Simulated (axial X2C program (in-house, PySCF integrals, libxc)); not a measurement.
## Curves of PtF⁺ from open-shell CI on d8 s0

Calculated with an in-house all-electron X2C program for linear molecules (integrals from PySCF): two-component X2C with atomic mean-field Coulomb and Gaunt terms, basis Pt dyall-v2z, F dyall-v2z (cores contracted in-house). Orbitals come from Hartree–Fock averaged over the configuration Pt d8 s0; CI then distributes these electrons over the d, s shells of Pt.

Scan along the bond; masses Pt 194.965 u, F 18.998 u. Energies in cm⁻¹ from the lowest point; levels are followed by energy order within each Ω. Lowest level at 1.876 Å: 99% d8.

```csv
R (Å),(1)Ω=0,(1)Ω=2,(1)Ω=3,(1)Ω=1,(1)Ω=4,(2)Ω=0,(2)Ω=2
1.745,1649,2226,2737,2602,7315,7418,8901
1.810,158,504,759,984,5209,5708,7244
1.876,0,88,188,639,4430,5317,6924
1.951,960,788,788,1383,4745,6061,7738
2.026,2732,2361,2310,2970,5959,7694,9418
2.111,5362,4843,4770,5444,8067,10255,12010
2.214,9055,8449,8375,9017,11261,13958,15729
```

Problem. Fit the curves (1)Ω=0, (1)Ω=2, (1)Ω=3, (1)Ω=1, (1)Ω=4, (2)Ω=0, (2)Ω=2 near their minima.

Solution. From the open-shell CI curves, Te from the lowest:

```
 level  Te (cm⁻¹)  Re (Å)  ωe (cm⁻¹)
(1)Ω=0          0   1.851      694.8
(1)Ω=2        152   1.868      672.4
(1)Ω=3        259   1.876      680.9
(1)Ω=1        693   1.864      668.4
(1)Ω=4       4476   1.892      642.0
(2)Ω=0       5376   1.866      680.0
(2)Ω=2       6969   1.861      685.5
```

Without dynamic correlation distances can be off by several hundredths of an Å (long for ionic bonds, short for multiple bonds) and the wavenumbers are rough.

The 7 lowest curves are shown; the next is (2)Ω=1, from 7976 cm⁻¹.

Dynamic correlation is missing, so gaps between terms are too wide and other configurations may lie lower; the lowest level listed is that of this model, not necessarily the ground state. For d shells the ligand-field splittings (σ, π, δ) and their order can be off by a thousand cm⁻¹ or more. At most 4 roots were kept for each Ω > 0 (twice that for Ω = 0) within 3.2 eV of the lowest, so higher up levels can be missing between those listed; levels with Ω > 0 are doubly degenerate and listed once, Ω = 0 levels singly. Some active spinors are only partly of the character that their shell is named for, so the shell names and counts are nominal. States that fill the shells left empty in the average are placed too high.
